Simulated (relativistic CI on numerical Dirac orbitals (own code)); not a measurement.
## One change at a time: Te¹⁴⁺

Base calculation: Dirac-Coulomb-Breit CI, KLI orbitals optimised for each configuration, a model potential for QED, unscaled Slater integrals.

Configuration list (outside the closed core [Ar] 3d10): 4s2 4p6 4d2, 4s2 4p5 4d3, 4s2 4p6 4d 4f, 4s 4p6 4d3, 4s2 4p6 4d 5s, 4s2 4p5 4d2 4f, 4s2 4p6 4d 5p, 4s 4p6 4d2 4f, 4s2 4p6 4f 5s, 4s2 4p6 4d 5d, 4s2 4p6 5s 5p, 4s2 4p6 4f2, 4s2 4p5 4f3, 4s2 4p6 5s2, 4s2 4p5 4f 5s2, 4s2 4p6 4f 5p, 4s2 4p5 4f2 5p. Double excitations out of closed p, d and f shells are left out; levels of such configurations are missing from the list, as are those of other unlisted configurations, and high levels can miss mixing partners. These lack a partner that the ground configuration has and come out too high: 4s 4p6 4d2 4f.

The lowest level and the first level of each name with at least 55 % of one term (blank where a level has no safe partner in the second run):

```
            Level  Base (cm⁻¹)  Shift (cm⁻¹)
 4s2 4p6 4d2 3F_2            0             0
 4s2 4p6 4d2 3F_3        13089           -43
 4s2 4p6 4d2 3F_4        24511           -70
 4s2 4p6 4d2 3P_0        28050           -12
 4s2 4p6 4d2 3P_1        34968           -40
 4s2 4p6 4d2 1G_4        49482           -65
 4s2 4p6 4d2 1S_0       106797           -74
4s2 4p5 4d3 5D°_1       595008          +154
4s2 4p5 4d3 5D°_0       598721          +143
4s2 4p5 4d3 5S°_2       599855          +116
4s2 4p5 4d3 5G°_6       622920          +106
4s2 4p5 4d3 3G°_3       628532          +131
4s2 4p5 4d3 3G°_4       633341          +114
4s2 4p5 4d3 3P°_1       642532          +109
4s2 4p5 4d3 3P°_0       652192          +162
4s2 4p5 4d3 3I°_7       658983          +101
4s2 4p5 4d3 3F°_4       663553           +91
4s2 4p5 4d3 5P°_3       671244           +93
```

At this charge energies of transitions that change n are usually good to better than 1 %, and those within a shell (Δn = 0) to a few per cent. Terms inside the open d or f shell come out 10 to 20 % too wide with unscaled integrals. Levels and lines within the n = 5 or 6 shells can be off by up to 10 % or somewhat more, and those that change n by about 2 %, since core polarisation is missing.

Problem. One thing was changed in a second run, which moved the levels as shown. Which?
A. one mean potential for all configurations
B. Breit term removed
C. configuration mixing switched off
D. QED terms removed

Solution. D. QED terms removed. QED shifts follow the density of s (and p1/2) electrons at the nucleus, so configurations move by their count of such electrons; where none moves, the smaller shifts of p3/2 electrons and of j = l + 1/2 against j = l − 1/2 set the pattern.

LS names give the leading component of a level, which can be under half, so a name can repeat, a term be missing and a line seem to break the LS rules.
